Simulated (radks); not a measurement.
Problem. Numerical settings for the iodine ion I+, [Kr] 4d10 5s2 5p4. Calculated with a radial shooting solver on a logarithmic mesh with Libxc functionals: scalar-relativistic Kohn-Sham, r2SCAN, spin-unpolarised, spherical densities, finite nucleus; meta-GGA in the generalised Kohn-Sham scheme; Fermi nuclear charge, rms radius 4.75 fm. The defaults (mesh step 0.008 in ln r, mesh end at 40 bohr or more with all orbitals vanishing there, Anderson mixing 0.5 over 9 steps, residual threshold near 1e-9 with the energy settled to 1e-9 hartree or 1e-11 of itself, here a cap of 66 iterations) give E = -7116.693 hartree and 5p at -15.621 eV in 10 iterations. Run on one thread of a shared host, so times are rough (Arm Neoverse N1): 0.12 s of CPU time, 0.12 s wall, 10 iterations on 2314 mesh points. One setting is changed at a time: mesh step in ln r 0.003; mesh step in ln r 0.12; mesh step in ln r 0.05; mesh end (bohr) 400; mesh end (bohr) 3; residual threshold 0.001; residual threshold 0.01; mixing 1.5; linear mixing, mixing 0.05; linear mixing, mixing 1; mixing history 20; iteration cap 3. Which runs fail to converge, and which converge to a wrong energy?

Solution. Not converged within the cap: mesh step in ln r 0.12; linear mixing, mixing 0.05; linear mixing, mixing 1; iteration cap 3. Settled on a wrong energy, with an occupied level pushed above zero by the early mesh end: mesh end (bohr) 3 (+1.83 hartree). Apart from these: settings that end as converged yet miss the energy by more than 1 mhartree: mesh step in ln r 0.05 (+0.00351 hartree).
